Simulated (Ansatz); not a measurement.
`[CH3][GeH]([SiH3])[Cl]`, relaxed with RKS PBE0-D4/def2-TZVP in Ansatz from a PBE-D4/def2-SVP geometry. The force threshold is 0.005 eV/Å; the program also tests the step.

Total charge 0; spin multiplicity 1.

Start:

```xyz
11

C    -0.278    1.268    1.293
Ge   -0.764    0.151   -0.247
Si    1.042   -1.168   -1.105
Cl   -2.234   -1.331    0.461
H     0.174    0.637    2.082
H    -1.182    1.762    1.699
H     0.452    2.041    0.982
H    -1.492    0.991   -1.336
H     1.593   -2.008    0.014
H     2.138   -0.280   -1.636
H     0.551   -2.062   -2.208
```

```tsv
step	energy (eV)	largest force (eV/Å)	largest move (Å)
1	-78056.3803	0.473	0.000
2	-78056.4129	0.136	0.043
3	-78056.4152	0.026	0.018
4	-78056.4158	0.009	0.009
5	-78056.4159	0.012	0.015
6	-78056.4159	0.008	0.004
7	-78056.4159	0.001	0.002
```

End:

```xyz
11

C    -0.281    1.256    1.289
Ge   -0.749    0.144   -0.239
Si    1.044   -1.169   -1.102
Cl   -2.231   -1.286    0.468
H     0.155    0.641    2.076
H    -1.176    1.746    1.673
H     0.442    2.018    0.988
H    -1.468    0.970   -1.323
H     1.608   -1.996   -0.004
H     2.108   -0.276   -1.636
H     0.546   -2.047   -2.189
```

Run time 24 s (4 threads of a server CPU on a shared host); peak host memory 0.66 GiB.
